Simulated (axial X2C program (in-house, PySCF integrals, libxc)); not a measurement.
**Density and ELF of HfS⁻**

All values were computed with an in-house all-electron X2C program for linear molecules (integrals from PySCF). Two-component (2c) means X2C with spin–orbit coupling and atomic mean-field two-electron Coulomb and Gaunt terms. Basis: Hf dyall-acv3z [14s15p10d7f4g], S dyall-av3z [9s8p3d2f] (cores contracted in-house); Gaussian nuclei, density fitting, unrestricted open shells. Masses: Hf 179.947 u, S 31.972 u.

PBE0, with spin–orbit coupling, state Ω = 3/2 (⟨Sz⟩ = -0.48, ⟨Lz⟩ = 1.98 at PBE0); Hf at z = 0, S at z = 2.247 Å.

The maps cover the half plane through the axis: z from -2.4 to 4.2 Å along the bond, ρ from 0.15 to 2.25 Å away from it.

log10 of the density in e/bohr³:

```
 ρ\z  -2.4  -1.8  -1.2  -0.6   0.0   0.6   1.2   1.8   2.4   3.0   3.6   4.2
0.15  -2.6  -2.2  -1.5  -0.1   1.8  -0.1  -0.9  -0.5   0.9  -0.8  -1.7  -2.6
0.45  -2.6  -2.3  -1.7  -0.4   0.4  -0.5  -1.0  -0.7  -0.5  -1.0  -1.8  -2.6
0.75  -2.7  -2.3  -1.9  -1.0  -0.4  -1.0  -1.3  -0.9  -0.9  -1.2  -1.9  -2.7
1.05  -2.8  -2.4  -2.0  -1.5  -1.2  -1.5  -1.6  -1.3  -1.2  -1.6  -2.2  -2.9
1.35  -2.8  -2.5  -2.2  -1.8  -1.7  -1.8  -1.9  -1.7  -1.7  -1.9  -2.5  -3.1
1.65  -3.0  -2.6  -2.3  -2.1  -2.0  -2.1  -2.2  -2.1  -2.1  -2.3  -2.8  -3.4
1.95  -3.1  -2.8  -2.5  -2.3  -2.3  -2.4  -2.5  -2.4  -2.5  -2.7  -3.1  -3.6
2.25  -3.2  -3.0  -2.7  -2.5  -2.5  -2.6  -2.8  -2.8  -2.9  -3.1  -3.4  -3.9
```

Electron localisation function (collinear form, no current term, damped to 0 at low density):

```
 ρ\z  -2.4  -1.8  -1.2  -0.6   0.0   0.6   1.2   1.8   2.4   3.0   3.6   4.2
0.15  0.83  0.35  0.15  0.57  0.26  0.49  0.60  0.08  0.86  0.84  0.81  0.43
0.45  0.84  0.41  0.10  0.58  0.34  0.49  0.60  0.43  0.08  0.88  0.78  0.39
0.75  0.85  0.53  0.08  0.32  0.58  0.26  0.57  0.82  0.78  0.88  0.71  0.31
1.05  0.85  0.67  0.18  0.15  0.34  0.12  0.50  0.81  0.84  0.81  0.60  0.22
1.35  0.83  0.77  0.45  0.27  0.28  0.15  0.40  0.71  0.74  0.68  0.44  0.13
1.65  0.78  0.81  0.71  0.55  0.43  0.22  0.28  0.54  0.58  0.50  0.28  0.06
1.95  0.66  0.80  0.79  0.73  0.57  0.26  0.18  0.33  0.39  0.31  0.14  0.02
2.25  0.44  0.72  0.78  0.75  0.57  0.24  0.12  0.17  0.21  0.15  0.05  0.01
```

Axial spin density in 10⁻³ e/bohr³:

```
 ρ\z  -2.4  -1.8  -1.2   -0.6    0.0    0.6   1.2   1.8  2.4  3.0  3.6  4.2
0.15   1.4   2.4   1.0  -13.4  -16.9  -10.3  -2.1   1.4  1.8  1.4  0.4  0.1
0.45   1.3   2.2   1.6   -6.9   -8.4   -5.4  -1.2   2.4  1.9  1.4  0.3  0.1
0.75   1.1   1.9   1.5   -7.8  -33.5   -8.1  -1.1   1.5  2.5  1.0  0.3  0.1
1.05   0.9   1.4   0.8   -6.8  -20.1   -7.7  -1.4   0.4  1.2  0.6  0.2  0.1
1.35   0.7   1.0   0.3   -4.3  -10.0   -5.2  -1.3   0.0  0.4  0.3  0.1  0.0
1.65   0.5   0.7   0.1   -2.4   -4.8   -3.0  -1.0  -0.2  0.1  0.1  0.1  0.0
1.95   0.3   0.4   0.0   -1.3   -2.4   -1.7  -0.6  -0.1  0.0  0.0  0.0  0.0
2.25   0.2   0.2   0.0   -0.6   -1.1   -0.9  -0.4  -0.1  0.0  0.0  0.0  0.0
```

The state is one determinant whose occupation by symmetry is held fixed; it was picked as the lowest of a PBE0 search that is not exhaustive. Density functionals use the spin component along the axis (collinear). Other states lie close and PBE0, whose exact exchange favours high spin, may order them wrongly; the determinant shown need not be the ground state. The nearest other 2c determinant of the search, Ω = 1/2, lies 0.27 eV up at the distance of the search. Without a current term, density functionals place determinants with orbital angular momentum somewhat too high. The highest occupied level of some functionals is positive through self-interaction error; at Hartree–Fock it is bound. The determinant is spin-polarised beyond a pure state at some levels (its spin-free form has ⟨S²⟩ too high), which makes Re and μ there less reliable.
